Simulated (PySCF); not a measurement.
SMILES CO[SiH2]C(C)(C)C (C₅H₁₄OSi) (GFN2-xTB optimised geometry):

```
21

C     -0.465    -3.554    -2.334
O     -0.256    -2.506    -1.439
Si    -0.844    -0.999    -1.552
C     -0.167    -0.125     0.000
C      1.362    -0.125     0.000
C     -0.661    -0.817     1.272
C     -0.662     1.319     0.000
H     -0.084    -3.299    -3.325
H      0.063    -4.432    -1.958
H     -1.530    -3.783    -2.422
H     -0.386    -0.344    -2.785
H     -2.314    -1.006    -1.571
H      1.743    -1.143    -0.008
H      1.748     0.394    -0.875
H      1.743     0.378     0.889
H     -0.271    -0.312     2.156
H     -0.330    -1.852     1.295
H     -1.748    -0.801     1.323
H     -0.291     1.852     0.876
H     -0.319     1.845    -0.888
H     -1.748     1.356     0.014
```

Method: CAM-B3LYP/def2-SVP (PySCF).

### Question
What are the frontier orbital energies and the dipole moment?

### Answer
HOMO-2 -10.23 eV, HOMO-1 -9.34 eV, HOMO -9.02 eV, LUMO 2.19 eV, LUMO+1 2.65 eV; dipole moment 0.83 D.

Meta-Löwdin charges at CAM-B3LYP/def2-SVP: C1 -0.06, O2 -0.61, Si3 0.88, C4 -0.14, C5 -0.29, C6 -0.29, C7 -0.29, H8 0.09, H9 0.11, H10 0.09, H11 -0.15, H12 -0.15, H13 0.10, H14 0.09, H15 0.09, H16 0.09, H17 0.10, H18 0.09, H19 0.09, H20 0.09, H21 0.09.
